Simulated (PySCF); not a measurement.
C6H11, doublet, geometry from GFN2-xTB, with bond 11-3 at 2.0 times its length. Base run: PySCF with DF-B3LYP/def2-SVP.

Here is a job for PySCF.
```python
from pyscf import gto, scf, dft

mol = gto.Mole()
mol.atom = '''
    C     0.19478157   -1.25324961    0.66510359
    C     1.29355223   -0.65266075   -0.11539714
    C     1.20459504    0.89197226   -0.14572493
    C    -0.24522720    1.38706484   -0.06610315
    C    -1.22077647    0.33666712   -0.59021356
    C    -1.19894589   -0.87088281    0.34556464
    H     0.38770307   -1.97963011    1.43349995
    H     2.26421590   -0.96103143    0.27476890
    H     1.23693489   -1.00504949   -1.15640594
    H     1.76993495    1.29982118    0.69345874
    H     2.14321410    1.61288842   -1.98032033
    H    -0.35038401    2.31576577   -0.62985473
    H    -0.50361772    1.60067580    0.97347952
    H    -2.22943140    0.75097965   -0.64284780
    H    -0.92966226    0.03724000   -1.59851942
    H    -1.74394039   -1.71069273   -0.11367362
    H    -1.74353349   -0.63397547    1.26974055
'''
mol.basis = 'def2-svp'
mol.spin = 1
mol.verbose = 4
mol.build()

mf = dft.UKS(mol)
mf.xc = 'b3lyp'
mf = mf.density_fit(auxbasis='def2-universal-jkfit')
mf.kernel()
mf.analyze()
```

The base run was repeated with changes; each row names its change, and settings that it needs were set with it.

| change | ΔE vs base (mEh) | outcome |
|---|---|---|
| base | 0.000 | converged |
| level_shift = 0.5 (with mf.max_cycle = 100) | - | not converged |
| diis = off; damp = 0.3 (with mf.diis_start_cycle = 200; with mf.max_cycle = 150) | - | cut at the time limit |
| solver = newton; init_guess = 1e | - | cut at the time limit |
| diis_space = 2 | - | not converged |
| conv_tol = 1e-12 | 0.000 | converged |

Open shells are given as the SCF converged; they aren't shown to be the lowest states, and a large step between rows can be another state.
